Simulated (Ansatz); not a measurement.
Molecule: SiCl, charge 1, multiplicity 1. 
Coordinates optimised at B3LYP-D3(BJ)/def2-TZVP (Ansatz, a first-principles code):
```
Si
Cl 1 1.9654
```
Charge +1, spin multiplicity 1.

Basis-set convergence of Hartree-Fock and CCSD(T) correlation energies (hartree) with Ansatz. Cores are frozen in the correlated levels unless marked. Spin-orbit coupling is left out. No relativistic terms.

```
basis        functions       E(HF)  E(corr, CCSD(T))
-----------  ---------  ----------  ----------------
def2-SVPD           51  -747.92730          -0.23772
def2-TZVPPD         99  -748.18353          -0.29903
def2-QZVPPD        155  -748.20418          -0.32156
```

Extrapolating the two largest sets (X = 3 and 4) as X^-3: E(corr) = (64·(-0.32156) - 27·(-0.29903))/37 = -0.3380 Eh, an estimate of the basis-set limit. The largest set recovers 95.1 % of it, the smallest 70.3 %.
